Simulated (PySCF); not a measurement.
PySCF input file for C4H12Si2, SMILES C(C)([SiH2][SiH2]C)=C, KT2/pcSseg-1. The structure is a stationary point at PBE0-D3(BJ)/def2-SVP. This is a generated structure with no PubChem entry under its InChIKey; it may be hypothetical. The values are those of a single conformer.

```python
import numpy as np
from pyscf import gto, scf, dft
from pyscf.prop.nmr import rks as nmr

mol = gto.M(
    atom='''
    C    -2.63315130   -0.89540522    0.74540524
    C    -1.82980582   -0.21399037   -0.08373246
    C    -2.26361049    1.05735070   -0.75619556
    Si   -0.07734391   -0.82799541   -0.40342668
    Si    1.50931161    0.68308329    0.44658964
    C     3.27401710    0.12832592    0.07741167
    H    -3.65018199   -0.54844389    0.96849080
    H    -2.31573871   -1.82203313    1.23350819
    H    -1.60807302    1.90061652   -0.48015392
    H    -3.29716114    1.32736962   -0.48951104
    H    -2.20500478    0.96633113   -1.85380867
    H     0.10630197   -2.17233043    0.23028440
    H     0.15630301   -0.96929655   -1.87970726
    H     1.26146701    2.03365121   -0.15759422
    H     1.30475514    0.81695687    1.92530715
    H     4.00335884    0.84818576    0.47911477
    H     3.43565183    0.04424509   -1.00803697
    H     3.47607708   -0.85416862    0.53049187
    ''',
    basis='pcSseg-1',
    charge=0,
    spin=0,
    max_memory=1600,
    verbose=3,
)
mf = dft.RKS(mol, xc='kt2').density_fit(auxbasis='def2-universal-jkfit')
mf.grids.level = 3
mf.conv_tol = 1e-10
mf.max_cycle = 100
mf.kernel()
n = nmr.NMR(mf)
n.verbose = 2
n.max_cycle_cphf = 60
sigma = n.kernel()
print('atom   isotropic/ppm   span/ppm')
for i, s in enumerate(sigma):
    w = np.linalg.eigvalsh((s + s.T) / 2)
    print(f'{mol.atom_symbol(i):2s}{i + 1:3d} {w.mean():14.3f} {w[2] - w[0]:11.3f}')
```

Output:

```
converged SCF energy = -746.435586324661
atom   isotropic/ppm   span/ppm
C   1         56.175     177.129
C   2         44.766     223.503
C   3        155.514      41.759
Si  4        424.039     107.521
Si  5        433.160      75.747
C   6        192.767       9.686
H   7         25.478       7.288
H   8         25.551       7.381
H   9         29.116       8.748
H  10         29.379       8.249
H  11         29.150       8.496
H  12         27.007       7.473
H  13         26.866       6.821
H  14         27.086       8.109
H  15         27.255       7.784
H  16         30.660      12.876
H  17         31.069      11.383
H  18         31.023      11.541
```

Self-consistency was reached.

Cost: very roughly 80 core-seconds.
